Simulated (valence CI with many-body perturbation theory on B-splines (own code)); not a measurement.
# Level structure of Dy XXXVI

Calculated by configuration interaction combined with many-body perturbation theory (CI+MBPT): three valence electrons over a frozen Dirac-Fock core [Ar] 3d10, radial functions for each j: 11 s, 11 p, 10 d, 8 f, 5 g, 2 h, with the one-electron correlation potential Σ1 (screened to all orders), the two-electron term Σ2, the three-electron term Σ3, Breit, model QED; selected single and double excitations, second order for the rest, scaled by the run's own slope (own B-spline code, finite nucleus).

The last digits are not significant, and no measured levels were compared; by estimate large intervals hold to a few tenths of a per cent, small ones and those within an open d or f shell to about a per cent.

Levels 1 to 45 of 189, with energies above the lowest level, (4s^2 4p1/2) J=1/2. "Leading %" is the weight of the configuration and term that name the level; weights of strongly mixed levels are sums over their largest components and can fall short, so below about 35 % the name and the second component can differ from the true leading terms, or belong to a minority configuration. In the jj column 3d3/2^4 stands for four electrons in 3d with j = 3/2. Lifetimes count E1, E2, E3, M1 and M2 decay at the calculated energies, and are blank where another channel may lead or the interval is too uncertain; long ones can be off by a factor of two.

| No. | Configuration | Term | J | E (eV) | Leading % | g | Second component | Lifetime | Leading jj |
| --- | --- | --- | --- | --- | --- | --- | --- | --- | --- |
| 1 | 4s2 4p | 2P° | 1/2 | 0.00 | 99 | 0.661 |  |  | 4s^2 4p1/2 (99 %) |
| 2 | 4s2 4p | 2P° | 3/2 | 53.04 | 99 | 1.331 |  | 1.40 μs | 4s^2 4p3/2 (99 %) |
| 3 | 4s 4p2 | 4P | 1/2 | 76.95 | 64 | 2.281 | 25 % 4s 4p2 2S | 60.0 ps | 4s 4p1/2^2 (95 %) |
| 4 | 4s 4p2 | 4P | 3/2 | 119.74 | 93 | 1.673 | 5 % 4s 4p2 2D | 459 ps | 4s 4p1/2 4p3/2 (99 %) |
| 5 | 4s 4p2 | 2D | 5/2 | 126.53 | 53 | 1.379 | 46 % 4s 4p2 4P | 115 ps | 4s 4p1/2 4p3/2 (97 %) |
| 6 | 4s 4p2 | 2D | 3/2 | 136.51 | 68 | 0.953 | 26 % 4s 4p2 2P | 6.30 ps | 4s 4p1/2 4p3/2 (94 %) |
| 7 | 4s 4p2 | 2P | 1/2 | 139.41 | 71 | 1.197 | 23 % 4s 4p2 4P | 2.95 ps | 4s 4p1/2 4p3/2 (94 %) |
| 8 | 4s 4p2 | 4P | 5/2 | 175.18 | 51 | 1.403 | 38 % 4s 4p2 2D | 123 ps | 4s 4p3/2^2 (88 %) |
| 9 | 4s2 4d | 2D | 3/2 | 183.74 | 78 | 0.912 | 20 % 4s 4p2 2P | 1.78 ps | 4s^2 4d3/2 (78 %) |
| 10 | 4s 4p2 | 2S | 1/2 | 192.51 | 69 | 1.848 | 17 % 4s 4p2 2P | 4.34 ps | 4s 4p3/2^2 (97 %) |
| 11 | 4s 4p2 | 2P | 3/2 | 197.14 | 52 | 1.117 | 26 % 4s 4p2 2D | 1.84 ps | 4s 4p3/2^2 (81 %) |
| 12 | 4s2 4d | 2D | 5/2 | 198.79 | 87 | 1.208 | 9 % 4s 4p2 2D | 2.71 ps | 4s^2 4d5/2 (87 %) |
| 13 | 4p3 | 2P° | 3/2 | 214.76 | 43 | 1.332 | 27 % 4p3 2D° | 5.75 ps | 4p1/2^2 4p3/2 (94 %) |
| 14 | 4s 4p 4d | 4F° | 3/2 | 245.78 | 80 | 0.508 | 14 % 4s 4p 4d 2D° | 30.2 ps | 4s 4p1/2 4d3/2 (97 %) |
| 15 | 4s 4p 4d | 4F° | 5/2 | 250.28 | 47 | 1.066 | 20 % 4s 4p 4d 2D° | 81.2 ps | 4s 4p1/2 4d3/2 (85 %) |
| 16 | 4p3 | 4S° | 3/2 | 259.14 | 44 | 1.383 | 24 % 4p3 2D° | 2.76 ps | 4p1/2 4p3/2^2 (68 %) |
| 17 | 4p3 | 2D° | 5/2 | 260.71 | 39 | 1.183 | 24 % 4s 4p 4d 4F° | 7.50 ps | 4s 4p1/2 4d5/2 (55 %) |
| 18 | 4s 4p 4d | 4D° | 1/2 | 262.10 | 66 | 0.371 | 26 % 4s 4p 4d 2P° | 1.47 ps | 4s 4p1/2 4d3/2 (95 %) |
| 19 | 4s 4p 4d | 4D° | 3/2 | 263.03 | 43 | 1.337 | 25 % 4s 4p 4d 4P° | 1.99 ps | 4s 4p1/2 4d3/2 (56 %) |
| 20 | 4s 4p 4d | 4P° | 5/2 | 266.31 | 42 | 1.397 | 22 % 4p3 2D° | 3.41 ps | 4s 4p1/2 4d5/2 (74 %) |
| 21 | 4s 4p 4d | 4F° | 7/2 | 266.86 | 57 | 1.254 | 21 % 4s 4p 4d 2F° | 7.45 ps | 4s 4p1/2 4d5/2 (92 %) |
| 22 | 4p3 | 2P° | 1/2 | 272.82 | 93 | 0.661 | 6 % 4s 4p 4d 2P° | 3.28 ps | 4p1/2 4p3/2^2 (93 %) |
| 23 | 4s 4p 4d | 2F° | 5/2 | 277.94 | 65 | 0.976 | 22 % 4p3 2D° | 3.33 ps | 4s 4p1/2 4d5/2 (62 %) |
| 24 | 4s 4p 4d | 2P° | 3/2 | 281.78 | 36 | 1.070 | 33 % 4s 4p 4d 2D° | 1.72 ps | 4s 4p1/2 4d5/2 (55 %) |
| 25 | 4s 4p 4d | 4D° | 3/2 | 305.87 | 39 | 1.348 | 37 % 4s 4p 4d 4P° | 2.03 ps | 4s 4p3/2 4d3/2 (94 %) |
| 26 | 4s 4p 4d | 4D° | 5/2 | 305.95 | 54 | 1.266 | 17 % 4s 4p 4d 4F° | 1.77 ps | 4s 4p3/2 4d3/2 (92 %) |
| 27 | 4s 4p 4d | 4P° | 1/2 | 306.12 | 88 | 2.343 | 12 % 4s 4p 4d 4D° | 2.13 ps | 4s 4p3/2 4d3/2 (98 %) |
| 28 | 4s 4p 4d | 4D° | 7/2 | 307.57 | 44 | 1.301 | 37 % 4s 4p 4d 4F° | 2.13 ps | 4s 4p3/2 4d3/2 (70 %) |
| 29 | 4s 4p 4d | 4F° | 9/2 | 308.22 | 100 | 1.331 |  | 1.72 μs | 4s 4p3/2 4d5/2 (100 %) |
| 30 | 4p3 | 2P° | 3/2 | 313.32 | 23 | 1.332 | 18 % 4s 4p 4d 4P° | 5.26 ps | 4s 4p3/2 4d5/2 (53 %) |
| 31 | 4s 4p 4d | 2D° | 3/2 | 316.68 | 63 | 0.967 | 12 % 4s 4p 4d 4P° | 1.42 ps | 4s 4p3/2 4d3/2 (71 %) |
| 32 | 4s 4p 4d | 2D° | 5/2 | 318.11 | 48 | 1.332 | 36 % 4s 4p 4d 4P° | 3.76 ps | 4s 4p3/2 4d5/2 (96 %) |
| 33 | 4s 4p 4d | 2F° | 5/2 | 318.68 | 55 | 0.913 | 28 % 4s2 4f 2F° | 2.14 ps | 4s 4p3/2 4d3/2 (65 %) |
| 34 | 4s 4p 4d | 2F° | 7/2 | 323.86 | 41 | 1.226 | 29 % 4s 4p 4d 4D° | 3.25 ps | 4s 4p3/2 4d5/2 (65 %) |
| 35 | 4s 4p 4d | 2F° | 7/2 | 325.04 | 92 | 1.148 |  | 4.51 ps | 4s 4p3/2 4d5/2 (81 %) |
| 36 | 4s 4p 4d | 2P° | 1/2 | 325.51 | 77 | 0.595 | 19 % 4s 4p 4d 4D° | 1.23 ps | 4s 4p3/2 4d3/2 (86 %) |
| 37 | 4s 4p 4d | 2P° | 1/2 | 334.39 | 90 | 0.678 | 4 % 4p3 2P° | 2.38 ps | 4s 4p3/2 4d5/2 (86 %) |
| 38 | 4s 4p 4d | 2D° | 5/2 | 336.68 | 61 | 1.097 | 23 % 4s2 4f 2F° | 1.31 ps | 4s 4p3/2 4d5/2 (53 %) |
| 39 | 4s 4p 4d | 2P° | 3/2 | 337.50 | 81 | 1.305 | 6 % 4s 4p 4d 2D° | 1.80 ps | 4s 4p3/2 4d5/2 (95 %) |
| 40 | 4p2 4d | 4F | 3/2 | 337.84 | 40 | 0.756 | 26 % 4p2 4d 2D | 9.65 ps | 4p1/2^2 4d3/2 (97 %) |
| 41 | 4p3 | 2P° | 3/2 | 341.22 | 22 | 1.122 | 21 % 4s 4p 4d 2P° | 1.13 ps | 4p3/2^3 (40 %) |
| 42 | 4s2 4f | 2F° | 7/2 | 345.28 | 67 | 1.152 | 27 % 4s 4p 4d 2F° | 1.68 ps | 4s^2 4f7/2 (67 %) |
| 43 | 4s2 4f | 2F° | 5/2 | 345.43 | 47 | 0.913 | 36 % 4s 4p 4d 2F° | 1.35 ps | 4s^2 4f5/2 (47 %) |
| 44 | 4p2 4d | 2D | 5/2 | 352.97 | 26 | 1.188 | 24 % 4p2 4d 4D | 5.33 ps | 4p1/2^2 4d5/2 (92 %) |
| 45 | 4p2 4d | 2F | 5/2 | 381.78 | 50 | 0.938 | 39 % 4p2 4d 4F | 8.69 ps | 4p1/2 4p3/2 4d3/2 (90 %) |

Where two levels of one J and parity lie close, their mixing, g and order are uncertain.

The ionisation energy to 4s2 1S_0 of the next ion comes out as 1520.8 eV (NIST: 1520 ± 5 eV (theoretical)). All 189 levels together are meant to be complete up to 598.62 eV.
